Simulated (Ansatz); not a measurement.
# Molecular dynamics of FH$_{5}$HfN$_{2}$O

The input (input.yaml):

```yaml
crystal:
  periodic: [false, false, false]
  atoms:
    - { symbol: Hf, position_ang: [-0.004781, 0.075288, 0.146371] }
    - { symbol: F, position_ang: [0.282031, 0.232624, 2.051706] }
    - { symbol: "N", position_ang: [1.844635, -0.026759, -0.704766] }
    - { symbol: H, position_ang: [2.621335, -0.588033, -0.361873] }
    - { symbol: H, position_ang: [2.147493, 0.446013, -1.551776] }
    - { symbol: "N", position_ang: [-0.902186, 1.710256, -0.665001] }
    - { symbol: H, position_ang: [-1.696885, 1.702133, -1.299761] }
    - { symbol: H, position_ang: [-0.70145, 2.678111, -0.42228] }
    - { symbol: O, position_ang: [-1.089572, -1.45912, -0.308494] }
    - { symbol: H, position_ang: [-1.27592, -2.338713, -0.632023] }
basis:
  gaussian: { orbitals: def2-SVP }
hamiltonian:
  xc: pbe0
  dispersion: d4
md:
  timestep: 0.5
  n_steps: 250
  ensemble: nve
  temperature: 100.0
  initial_velocities: maxwell_boltzmann
  seed: 595994
```

Launched with:

```bash
$ ansatz run input.yaml --threads 4 --pin off --max-ram 5120MiB --backend cpu --events-out ev --progress --plain --runs-dir out
```

It starts from a relaxed structure.

Output, in part (one step line in 9, the closing report, with atoms numbered from 0):

```
md step     0: t =     0.00 fs  T =   100.0 K  F+E_penalty+E_count = -9123.82843159 eV  E_kin = 0.103408 eV  conserved = -9123.72502359 eV  (28 SCF iters)
md step     9: t =     4.50 fs  T =    76.1 K  F+E_penalty+E_count = -9123.80364444 eV  E_kin = 0.078688 eV  conserved = -9123.72495600 eV  (33 SCF iters)
md step    18: t =     9.00 fs  T =    55.3 K  F+E_penalty+E_count = -9123.78209032 eV  E_kin = 0.057139 eV  conserved = -9123.72495104 eV  (33 SCF iters)
md step    27: t =    13.50 fs  T =    44.1 K  F+E_penalty+E_count = -9123.77049786 eV  E_kin = 0.045571 eV  conserved = -9123.72492685 eV  (33 SCF iters)
md step    36: t =    18.00 fs  T =    51.5 K  F+E_penalty+E_count = -9123.77818045 eV  E_kin = 0.053270 eV  conserved = -9123.72491029 eV  (30 SCF iters)
md step    45: t =    22.50 fs  T =    68.8 K  F+E_penalty+E_count = -9123.79606600 eV  E_kin = 0.071105 eV  conserved = -9123.72496107 eV  (33 SCF iters)
md step    54: t =    27.00 fs  T =    49.1 K  F+E_penalty+E_count = -9123.77571530 eV  E_kin = 0.050824 eV  conserved = -9123.72489101 eV  (33 SCF iters)
md step    63: t =    31.50 fs  T =    38.7 K  F+E_penalty+E_count = -9123.76491861 eV  E_kin = 0.039995 eV  conserved = -9123.72492365 eV  (33 SCF iters)
md step    72: t =    36.00 fs  T =    24.7 K  F+E_penalty+E_count = -9123.75041906 eV  E_kin = 0.025533 eV  conserved = -9123.72488575 eV  (33 SCF iters)
md step    81: t =    40.50 fs  T =    31.9 K  F+E_penalty+E_count = -9123.75785183 eV  E_kin = 0.032956 eV  conserved = -9123.72489554 eV  (33 SCF iters)
md step    90: t =    45.00 fs  T =    52.2 K  F+E_penalty+E_count = -9123.77893814 eV  E_kin = 0.054003 eV  conserved = -9123.72493547 eV  (33 SCF iters)
md step    99: t =    49.50 fs  T =    44.8 K  F+E_penalty+E_count = -9123.77119056 eV  E_kin = 0.046302 eV  conserved = -9123.72488894 eV  (33 SCF iters)
md step   108: t =    54.00 fs  T =    40.4 K  F+E_penalty+E_count = -9123.76669846 eV  E_kin = 0.041792 eV  conserved = -9123.72490635 eV  (33 SCF iters)
md step   117: t =    58.50 fs  T =    25.6 K  F+E_penalty+E_count = -9123.75135786 eV  E_kin = 0.026513 eV  conserved = -9123.72484519 eV  (34 SCF iters)
md step   126: t =    63.00 fs  T =    38.8 K  F+E_penalty+E_count = -9123.76494132 eV  E_kin = 0.040097 eV  conserved = -9123.72484388 eV  (34 SCF iters)
md step   135: t =    67.50 fs  T =    66.2 K  F+E_penalty+E_count = -9123.79334438 eV  E_kin = 0.068465 eV  conserved = -9123.72487895 eV  (33 SCF iters)
md step   144: t =    72.00 fs  T =    65.1 K  F+E_penalty+E_count = -9123.79218598 eV  E_kin = 0.067356 eV  conserved = -9123.72483010 eV  (33 SCF iters)
md step   153: t =    76.50 fs  T =    61.1 K  F+E_penalty+E_count = -9123.78803998 eV  E_kin = 0.063174 eV  conserved = -9123.72486576 eV  (33 SCF iters)
md step   162: t =    81.00 fs  T =    35.9 K  F+E_penalty+E_count = -9123.76196346 eV  E_kin = 0.037156 eV  conserved = -9123.72480725 eV  (34 SCF iters)
md step   171: t =    85.50 fs  T =    39.5 K  F+E_penalty+E_count = -9123.76565921 eV  E_kin = 0.040822 eV  conserved = -9123.72483756 eV  (34 SCF iters)
md step   180: t =    90.00 fs  T =    57.9 K  F+E_penalty+E_count = -9123.78475632 eV  E_kin = 0.059880 eV  conserved = -9123.72487588 eV  (34 SCF iters)
md step   189: t =    94.50 fs  T =    68.4 K  F+E_penalty+E_count = -9123.79560278 eV  E_kin = 0.070727 eV  conserved = -9123.72487610 eV  (33 SCF iters)
md step   198: t =    99.00 fs  T =    74.7 K  F+E_penalty+E_count = -9123.80219042 eV  E_kin = 0.077258 eV  conserved = -9123.72493196 eV  (33 SCF iters)
md step   207: t =   103.50 fs  T =    48.8 K  F+E_penalty+E_count = -9123.77529742 eV  E_kin = 0.050428 eV  conserved = -9123.72486907 eV  (31 SCF iters)
md step   216: t =   108.00 fs  T =    46.8 K  F+E_penalty+E_count = -9123.77332535 eV  E_kin = 0.048436 eV  conserved = -9123.72488908 eV  (33 SCF iters)
md step   225: t =   112.50 fs  T =    55.3 K  F+E_penalty+E_count = -9123.78208528 eV  E_kin = 0.057181 eV  conserved = -9123.72490405 eV  (30 SCF iters)
md step   234: t =   117.00 fs  T =    56.4 K  F+E_penalty+E_count = -9123.78317189 eV  E_kin = 0.058291 eV  conserved = -9123.72488109 eV  (32 SCF iters)
md step   243: t =   121.50 fs  T =    57.0 K  F+E_penalty+E_count = -9123.78387961 eV  E_kin = 0.058957 eV  conserved = -9123.72492306 eV  (33 SCF iters)
md step   250: t =   125.00 fs  T =    35.6 K  F+E_penalty+E_count = -9123.76159529 eV  E_kin = 0.036764 eV  conserved = -9123.72483131 eV  (29 SCF iters)
Total energy: -9123.76165611 eV, -335.2920565543 hartree
Atom 0 at    -0.004399     0.071526     0.149725 Å, force    -0.738610    -0.674916    -0.296099 eV/Å
Atom 1 at     0.320196     0.253557     2.042110 Å, force    -0.089275     0.009383     0.070690 eV/Å
Atom 2 at     1.850499     0.018350    -0.677049 Å, force     0.262481    -0.541040     0.004840 eV/Å
Atom 3 at     2.549934    -0.716615    -0.526481 Å, force    -0.235218     0.212654     0.080623 eV/Å
Atom 4 at     2.192190     0.585195    -1.440422 Å, force     0.034222     0.243351    -0.214168 eV/Å
Atom 5 at    -0.898979     1.698895    -0.672752 Å, force     0.141690     0.312566     0.076011 eV/Å
Atom 6 at    -1.491249     1.668655    -1.494027 Å, force    -0.204240    -0.228818    -0.197799 eV/Å
Atom 7 at    -0.866368     2.682163    -0.407819 Å, force     0.147441    -0.087806     0.198076 eV/Å
Atom 8 at    -1.132437    -1.471711    -0.340846 Å, force     0.482529     0.446489     0.188494 eV/Å
Atom 9 at    -1.522548    -2.317431    -0.576007 Å, force     0.198981     0.308136     0.089332 eV/Å
Dipole moment:    -0.054434    -0.069567    -0.552913 e Å
```

The run went to its last step. The conserved energy stayed within 0.029 meV per atom of its start (net change 0.019 meV per atom), so the integration is sound. Over the second half the temperature averaged 0.55 of the 100 K drawn at the start: a run that starts near a minimum puts about half its kinetic energy into the potential. A run of 0.12 ps of so small a system gives no equilibrium averages.

The same pairs are bonded in the first frame and the last. Pairs count as bonded within 1.25 times the sum of covalent radii (0.12 Å more for H–H).

Last frame:

```xyz
10
Properties=species:S:1:pos:R:3
Hf -0.004 0.071 0.150
F 0.320 0.254 2.042
N 1.851 0.018 -0.677
H 2.550 -0.717 -0.526
H 2.192 0.585 -1.440
N -0.899 1.699 -0.673
H -1.491 1.669 -1.494
H -0.866 2.682 -0.408
O -1.132 -1.472 -0.341
H -1.522 -2.317 -0.576
```

Time of the run: 7.2 min on 4 threads of Arm Neoverse V2 (shared host), peak memory 0.26 GiB.
